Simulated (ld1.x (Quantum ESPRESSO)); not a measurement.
# An all-electron radial function and its pseudo partner (Cr)

Columns: radius, all-electron u(r) and pseudo u(r) of the 3d shell (level -39.12 eV) of chromium in the configuration [Ne] 3s2 3p6 3d3 4s0 4p0; PBE, scalar-relativistic, RRKJ scheme, ld1.x (Quantum ESPRESSO) 7.5.

| r (bohr) | all-electron | pseudo |
| --- | --- | --- |
| 0.105 | 0.0608 | 0.0064 |
| 0.210 | 0.2528 | 0.0488 |
| 0.315 | 0.4776 | 0.1503 |
| 0.420 | 0.6691 | 0.3128 |
| 0.525 | 0.8065 | 0.5156 |
| 0.630 | 0.8904 | 0.7224 |
| 0.735 | 0.9278 | 0.8948 |
| 0.840 | 0.9299 | 1.0054 |
| 0.945 | 0.9070 | 1.0455 |
| 1.050 | 0.8679 | 1.0236 |
| 1.155 | 0.8187 | 0.9587 |
| 1.260 | 0.7641 | 0.8716 |
| 1.365 | 0.7072 | 0.7792 |
| 1.470 | 0.6501 | 0.6920 |
| 1.575 | 0.5944 | 0.6152 |
| 1.680 | 0.5410 | 0.5493 |
| 1.785 | 0.4905 | 0.4929 |
| 1.890 | 0.4432 | 0.4436 |
| 1.995 | 0.3993 | 0.3993 |
| 2.100 | 0.3587 | 0.3587 |
| 2.205 | 0.3214 | 0.3214 |
| 2.310 | 0.2874 | 0.2874 |
| 2.415 | 0.2563 | 0.2563 |
| 2.520 | 0.2281 | 0.2281 |
| 2.625 | 0.2026 | 0.2026 |
| 2.730 | 0.1796 | 0.1796 |

Question: How many radial nodes do the two functions have?

Answer: The all-electron 3d function has n − l − 1 = 0; the pseudo-wave has 0.

Question: At about which radius was the pseudo-wave matched?

Answer: 2.10 bohr. The columns agree to 0.0005 from 1.89 bohr on; several derivatives are matched, so the curves merge somewhat inside the radius.

Question: Where does each function peak?

Answer: Outermost all-electron maximum near 0.84 bohr, pseudo maximum near 0.94 bohr (to the table’s step).

Question: Is the pseudo-wave norm-conserving?

Answer: Yes: the RRKJ scheme keeps the norm inside the radius equal to the all-electron one, which fixes the energy derivative of the logarithmic derivative at the level.
